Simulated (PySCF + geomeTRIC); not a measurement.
Species: Cl$_{2}$In, SMILES `[Cl][In][Cl]` (charge 0, multiplicity 2).

Q: Give a relaxed geometry from B3LYP-D3(BJ)/def2-TZVP run with PySCF + geomeTRIC.

A: the end point of this relaxation (outside a Z-matrix the atoms follow the SMILES, hydrogens last).
Bonded distances (Å): Cl1–In2 2.387, In2–Cl3 2.387. Bond angles (°): Cl1–In2–Cl3 120.2.
